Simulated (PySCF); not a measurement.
Simulated outer-valence photoelectron spectrum of `[CH2](F)[GeH2][NH2]`. Level of theory: EOM-IP-CCSD/aug-cc-pVDZ in PySCF, restricted Hartree–Fock reference, 12 core orbitals frozen, non-relativistic, gas phase, PBE0-D3(BJ)/def2-SVP geometry.

Each root has a Gaussian of 0.8 eV full width with its one-hole share as area; cross sections and vibrations are left out, and the highest printed point is 100.

ionisation energy (eV), intensity and a bar:
```
      8.4          0 
      8.6          1 
      8.8          6 ##
      9.0         17 #####
      9.2         36 ###########
      9.4         54 ################
      9.6         57 #################
      9.8         42 #############
     10.0         22 #######
     10.2          9 ###
     10.4          3 #
     10.6          6 ##
     10.8         16 #####
     11.0         35 ##########
     11.2         54 ################
     11.4         63 ###################
     11.6         61 ##################
     11.8         61 ##################
     12.0         68 ####################
     12.2         76 #######################
     12.4         82 #########################
     12.6         91 ###########################
     12.8        100 ##############################
     13.0         99 ##############################
     13.2         82 #########################
     13.4         54 ################
     13.6         27 ########
     13.8         10 ###
     14.0          3 #
     14.2          1 
     14.4          0 
     14.6          2 #
     14.8          8 ##
     15.0         21 ######
     15.2         41 ############
     15.4         57 #################
     15.6         59 ##################
     15.8         52 ################
     16.0         52 ################
     16.2         64 ###################
     16.4         77 #######################
     16.6         83 #########################
     16.8         80 ########################
     17.0         66 ####################
     17.2         44 #############
     17.4         22 #######
     17.6          8 ##
     17.8          2 #
     18.0          0
```

Task: Where are the maxima, and how many lines lie under the curve?

Result: 5 maxima, at 9.5, 11.4, 12.9, 15.5 and 16.6 eV, from 8 lines. At this width some lines have no maximum of their own.

Task: List the lines with their holes.

Result: 
| E (eV) | leading hole (HF orbital) | area | Koopmans (eV) |
| --- | --- | --- | --- |
| 9.53 | HOMO | 0.95 | 10.70 |
| 11.34 | HOMO-1 | 0.95 | 12.52 |
| 12.13 | HOMO-2 | 0.95 | 12.78 |
| 12.75 | HOMO-3 | 0.95 | 13.99 |
| 13.15 | HOMO-4 | 0.95 | 14.57 |
| 15.48 | HOMO-6 | 0.94 | 17.63 |
| 16.36 | HOMO-5 | 0.95 | 17.51 |
| 16.92 | HOMO-7 | 0.94 | 18.80 |

The widest gap, 2.33 eV, lies between 13.15 and 15.48 eV. Only orbitals with −ε under 21 eV, eight at most, were ionised, so the high end of the curve may lack lines.

Hardware: Intel Xeon Platinum 8375C at 2.90 GHz, one thread (shared host). Cost: 4.1 min, 2.9 GiB resident at most.

Shape of the structure used: `[NH2:1][GeH2:2][CH2:3][F:4]`: N1–Ge2–C3–F4 -56°, H–N1–Ge2–C3 -64°, H–N1–Ge2–C3 60°.

One conformer stands for the species.
